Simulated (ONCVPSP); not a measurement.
## Logarithmic derivatives: Zr (Z = 40), ONCV

```
Element                 : zirconium (Zr)
Generator               : ONCVPSP 4.0.1
Type                    : optimised norm-conserving Vanderbilt (ONCV)
Functional              : PBE
Relativity              : scalar-relativistic
Frozen core             : [Kr]
Valence charge          : 4
Reference configuration : 4d2 5s2
Partial waves           : 5s: rc 2.55 bohr, ncon 3, nbas 7, qcut 2 1/bohr, local; p scattering state at 0.19 Ha: rc 2.65 bohr, ncon 3, nbas 6, qcut 2.5 1/bohr, 1 projector; 4d: rc 2.55 bohr, ncon 5, nbas 10, qcut 6.3 1/bohr, 3 projectors, debl 2.5 Ha
Local potential         : the s channel
Core correction         : Teter function, fcfact 1.75, rcfact 1.15
```

The phase is arctan(r·R′/R) of the radial function R(r), unwrapped; energies in Ha, scanned from -2 to 5 Ha. A pole is an energy at which the radial function vanishes at the test radius. The pseudo phase is shifted by a multiple of π to meet the all-electron one at the reference energy, and phase errors are pseudo minus all-electron; the curves can meet again beyond the range given. Levels narrower than the energy grid can be missing from the lists of poles.

Task: For each channel, where are the poles, and over which energies does the pseudopotential scatter like the atom?

Result:

```json
{"channel": "s", "radius (bohr)": "2.58", "reference energy (Ha)": "-0.16", "poles, all-electron": "-1.96, 1.66", "poles, pseudo": "1.19, 3.93", "unbroken range about the reference energy with phases within 0.05 rad": "-1.4 to 0.8", "phase error 1 Ha above the reference energy (rad)": "-0.054"}
{"channel": "p", "radius (bohr)": "2.70", "reference energy (Ha)": "0.19", "poles, all-electron": "-1.12, 1.98", "poles, pseudo": "1.52, 4.92", "unbroken range about the reference energy with phases within 0.05 rad": "-0.3 to 0.7", "phase error 1 Ha above the reference energy (rad)": "-0.065"}
{"channel": "d", "radius (bohr)": "2.58", "reference energy (Ha)": "-0.13", "poles, all-electron": "0.24, 3.42", "poles, pseudo": "0.24, 3.42", "unbroken range about the reference energy with phases within 0.05 rad": "the whole range", "phase error 1 Ha above the reference energy (rad)": "+0.003"}
```

Phases in the d channel:

```json
{"E (Ha)": "-1.98", "all-electron": "1.319", "pseudo": "1.319"}
{"E (Ha)": "-1.80", "all-electron": "1.301", "pseudo": "1.302"}
{"E (Ha)": "-1.62", "all-electron": "1.280", "pseudo": "1.281"}
{"E (Ha)": "-1.44", "all-electron": "1.252", "pseudo": "1.254"}
{"E (Ha)": "-1.26", "all-electron": "1.216", "pseudo": "1.218"}
{"E (Ha)": "-1.08", "all-electron": "1.166", "pseudo": "1.167"}
{"E (Ha)": "-0.90", "all-electron": "1.088", "pseudo": "1.090"}
{"E (Ha)": "-0.72", "all-electron": "0.953", "pseudo": "0.955"}
{"E (Ha)": "-0.54", "all-electron": "0.663", "pseudo": "0.666"}
{"E (Ha)": "-0.36", "all-electron": "-0.076", "pseudo": "-0.074"}
{"E (Ha)": "-0.18", "all-electron": "-0.965", "pseudo": "-0.965"}
{"E (Ha)": "0.00", "all-electron": "-1.349", "pseudo": "-1.348"}
{"E (Ha)": "0.18", "all-electron": "-1.526", "pseudo": "-1.526"}
{"E (Ha)": "0.36", "all-electron": "-1.640", "pseudo": "-1.639"}
{"E (Ha)": "0.54", "all-electron": "-1.735", "pseudo": "-1.734"}
{"E (Ha)": "0.72", "all-electron": "-1.837", "pseudo": "-1.835"}
{"E (Ha)": "0.90", "all-electron": "-1.972", "pseudo": "-1.969"}
{"E (Ha)": "1.08", "all-electron": "-2.196", "pseudo": "-2.191"}
{"E (Ha)": "1.26", "all-electron": "-2.648", "pseudo": "-2.639"}
{"E (Ha)": "1.44", "all-electron": "-3.409", "pseudo": "-3.401"}
{"E (Ha)": "1.62", "all-electron": "-3.979", "pseudo": "-3.976"}
{"E (Ha)": "1.80", "all-electron": "-4.251", "pseudo": "-4.250"}
{"E (Ha)": "1.98", "all-electron": "-4.394", "pseudo": "-4.394"}
{"E (Ha)": "2.16", "all-electron": "-4.481", "pseudo": "-4.481"}
{"E (Ha)": "2.34", "all-electron": "-4.540", "pseudo": "-4.540"}
{"E (Ha)": "2.52", "all-electron": "-4.584", "pseudo": "-4.584"}
{"E (Ha)": "2.70", "all-electron": "-4.618", "pseudo": "-4.618"}
{"E (Ha)": "2.88", "all-electron": "-4.646", "pseudo": "-4.646"}
{"E (Ha)": "3.06", "all-electron": "-4.671", "pseudo": "-4.670"}
{"E (Ha)": "3.24", "all-electron": "-4.692", "pseudo": "-4.692"}
{"E (Ha)": "3.42", "all-electron": "-4.713", "pseudo": "-4.713"}
{"E (Ha)": "3.60", "all-electron": "-4.733", "pseudo": "-4.732"}
{"E (Ha)": "3.78", "all-electron": "-4.753", "pseudo": "-4.752"}
{"E (Ha)": "3.96", "all-electron": "-4.774", "pseudo": "-4.773"}
{"E (Ha)": "4.14", "all-electron": "-4.797", "pseudo": "-4.796"}
{"E (Ha)": "4.32", "all-electron": "-4.823", "pseudo": "-4.823"}
{"E (Ha)": "4.50", "all-electron": "-4.856", "pseudo": "-4.856"}
{"E (Ha)": "4.68", "all-electron": "-4.898", "pseudo": "-4.898"}
{"E (Ha)": "4.86", "all-electron": "-4.959", "pseudo": "-4.959"}
```
